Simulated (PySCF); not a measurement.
C6H8F3N.
Atom-mapped SMILES: `[NH2:1][C@:2]12[CH2:3][C@:4]([C:5]([F:6])([F:7])[F:8])([CH2:9]1)[CH2:10]2` (hydrogens: H11, H12 on N1; H13, H14 on C3; H15, H16 on C9; H17, H18 on C10)

Torsions of this conformer, `[NH2:1][C@:2]12[CH2:3][C@:4]([C:5]([F:6])([F:7])[F:8])([CH2:9]1)[CH2:10]2`: C3–C4–C5–F6 -61°, H–N1–C2–C3 63°, H–N1–C2–C3 -178°.

The closed-shell ground state was solved at several levels (PySCF, density fitting, gas phase, non-relativistic). Geometry: PBE0-D3(BJ)/def2-SVP, one conformer, isolated molecule.

| level | basis functions | HOMO (eV) | LUMO (eV) | gap (eV) | dipole (D) |
| --- | --- | --- | --- | --- | --- |
| KT3/pcSseg-1 | 210 | -5.86 | 0.11 | 5.97 | 2.92 |
| PBE0/pcSseg-1 | 210 | -7.18 | 1.13 | 8.31 | 3.07 |

Q: Estimate the row for wB97X-D/def2-SVPD, a basis of 273 functions; the other rows only guide the guess.

A: HOMO -9.20 eV, LUMO 2.11 eV, gap 11.31 eV, dipole 3.04 D.

Q: Over all these levels, which gives the widest orbital gap and which the narrowest?

A: wB97X-D/def2-SVPD (range-separated hybrid) has the widest, 11.31 eV, and KT3/pcSseg-1 (GGA) the narrowest, 5.97 eV. Functional and basis both differ between the two, so the spread mixes both effects.

Q: How far do the dipole and the HOMO energy spread over the levels?

A: The dipole runs from 2.92 to 3.07 D (mean 3.01 D) and the HOMO from -9.20 to -5.86 eV.
